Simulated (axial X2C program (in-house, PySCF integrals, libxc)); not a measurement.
**Worked dissociation energy of ZrGe: CCSD(T), without spin–orbit coupling**

Computed with an in-house all-electron X2C program for linear molecules (integrals from PySCF). Spin-free means the one-electron spin-free X2C Hamiltonian. Basis: Zr dyall-cv3z [11s12p9d6f3g], Ge dyall-cv3z [9s9p7d4f1g] (cores contracted in-house); Gaussian nuclei, density fitting, unrestricted open shells. Masses: Zr 89.905 u, Ge 73.921 u.

Molecular state: M_S = 2, Λ = 2 (beyond evenly filled blocks: σα, π+α, π-α, δ+α).

Correlated methods: 8 electrons correlated (number of frozen shells: Zr 4 s, 3 p, 1 d; Ge 3 s, 2 p, 1 d), 346 virtual spin orbitals or spinors in MP2, 90 natural virtuals in coupled cluster.

```
E(Zr) (2M_S = 2, M_L = 2) : -3596.286849 hartree
E(Ge) (2M_S = 2, M_L = 0) : -2097.184785 hartree
E(ZrGe) at Re             : -5693.546355 hartree
ωe                        : 235.5 cm⁻¹
ωexe                      : 0.648 cm⁻¹
```

Problem. Work out De and D0.

Solution. De = -3596.286849 + (-2097.184785) − (-5693.546355) = 0.07472 hartree = 2.033 eV. The zero-point energy is ωe/2 − ωexe/4 = 118 cm⁻¹ = 0.015 eV, so D0 = 2.019 eV.

The state is one determinant whose occupation by symmetry is held fixed; it was picked as the lowest of a PBE0 search that is not exhaustive. De is counted from the lowest determinant-based energies of the atoms at the same level, without counterpoise correction. Coupled cluster ran in a truncated set of natural virtual spinors; the MP2 energy of the rest was added. (T) has no such correction and the atoms are truncated less, which lowers De at CCSD(T) by a hundredth of an eV or more. Other states lie close and PBE0, whose exact exchange favours high spin, may order them wrongly; the determinant shown need not be the ground state. The nearest other spin-free determinant of the search, M_S = 1, Λ = 1, lies 0.44 eV up at the distance of the search. The outer-core s and p shells of the metal are frozen in the correlated rows, which leaves out core–valence correlation; for alkali and alkaline-earth bonds that tends to lengthen them. The determinant is spin-polarised beyond a pure state at some levels (its spin-free form has ⟨S²⟩ too high), which makes Re and μ there less reliable. The T1 diagnostic is large, a sign of multireference character. With the outer-core shells frozen, correlated bond lengths of heavy atoms tend to come out a few hundredths of an ångström too long. Spin-free De lacks the spin–orbit lowering of the heavy p-block atom, a tenth of an eV or more for 4p and 5p, up to an eV for 6p and one to two eV for 7p atoms, less what an open-shell molecule gains itself.

Each atomic determinant is the lowest at this level and need not be a pure term. Totals compare only within one Hamiltonian and basis.
